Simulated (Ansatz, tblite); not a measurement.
Removing and adding an electron: N-butylpyridinium tetrafluoroborate, `CCCC[n+]1ccccc1.F[B-](F)(F)F`. The state is a singlet with charge 0. Geometry: r2SCAN-D4/def2-SVP. Ansatz, gas phase; energy differences of separate SCF runs; the oxidised species was run as a doublet alone; the reduced species was run as a doublet alone.

| atom | x (Å) | y (Å) | z (Å) |
| --- | --- | --- | --- |
| C1 | -3.7888 | -1.2337 | -1.7036 |
| C2 | -2.4564 | -0.5015 | -1.8069 |
| C3 | -1.6211 | -0.6079 | -0.5331 |
| C4 | -0.2991 | 0.1348 | -0.6730 |
| N5 | 0.5097 | 0.0497 | 0.5608 |
| C6 | 0.4004 | 1.0150 | 1.4959 |
| C7 | 1.1282 | 0.9454 | 2.6719 |
| C8 | 2.0031 | -0.1228 | 2.8675 |
| C9 | 2.1301 | -1.0901 | 1.8712 |
| C10 | 1.3780 | -0.9706 | 0.7144 |
| H11 | -3.6403 | -2.3088 | -1.5101 |
| H12 | -4.3705 | -1.1395 | -2.6329 |
| H13 | -4.4038 | -0.8305 | -0.8824 |
| H14 | -1.8721 | -0.8996 | -2.6559 |
| H15 | -2.6296 | 0.5654 | -2.0360 |
| H16 | -1.4291 | -1.6718 | -0.2981 |
| H17 | -2.1896 | -0.1984 | 0.3231 |
| H18 | 0.3341 | -0.2557 | -1.4807 |
| H19 | -0.4268 | 1.2043 | -0.8838 |
| H20 | -0.2678 | 1.8419 | 1.2554 |
| H21 | 1.0296 | 1.7469 | 3.4057 |
| H22 | 2.6048 | -0.1847 | 3.7777 |
| H23 | 2.8340 | -1.9186 | 1.9634 |
| H24 | 1.4577 | -1.6630 | -0.1235 |
| F25 | 3.6605 | 2.3590 | -1.4695 |
| B26 | 2.7448 | 1.6372 | -0.7481 |
| F27 | 3.1916 | 1.3737 | 0.5612 |
| F28 | 1.5074 | 2.3408 | -0.6521 |
| F29 | 2.4809 | 0.3831 | -1.3785 |

The xTB rows come from tblite.

```csv
level,−HOMO (eV),vertical IE (eV),−LUMO (eV),vertical EA (eV),HOMO–LUMO gap (eV),IE − EA (eV),remarks
GFN1-xTB,11.37,14.74,9.69,6.69,1.68,8.05,–
GFN2-xTB,11.04,13.94,8.90,5.79,2.13,8.14,–
PBE-D4/def2-SVP,6.12,–,3.43,0.75,2.69,–,HOMO above zero (-1 doublet)
PBE0-D4/def2-SVP,8.32,10.27,2.60,0.85,5.72,9.42,HOMO above zero (-1 doublet)
```

Relaxing the reduced species (r2SCAN-D4/def2-SVP) changes its energy by -0.44 eV at PBE-D4/def2-SVP, so the adiabatic electron affinity to this nearest minimum is 1.19 eV. At PBE0-D4/def2-SVP it is 1.25 eV. The highest occupied level of the relaxed charge -1 doublet lies above zero (up to 1.13 eV). By energy differences its removal costs 1.19 eV (each at its own geometry, to the charge 0 singlet, at PBE-D4/def2-SVP); self-interaction error and the lack of diffuse functions both raise the level.  Run but left out: PBE-D4/def2-SVP (charge +1 doublet: an occupied level 0.02 eV above an empty one).   A HOMO above zero means that the electron is unbound at that level or that self-interaction error raises the level; the energy of removing that electron tells which. Raw xTB energy differences between charge states are shifted by several eV; the methods need an empirical correction for them. Sets without diffuse functions give affinities that are too small.
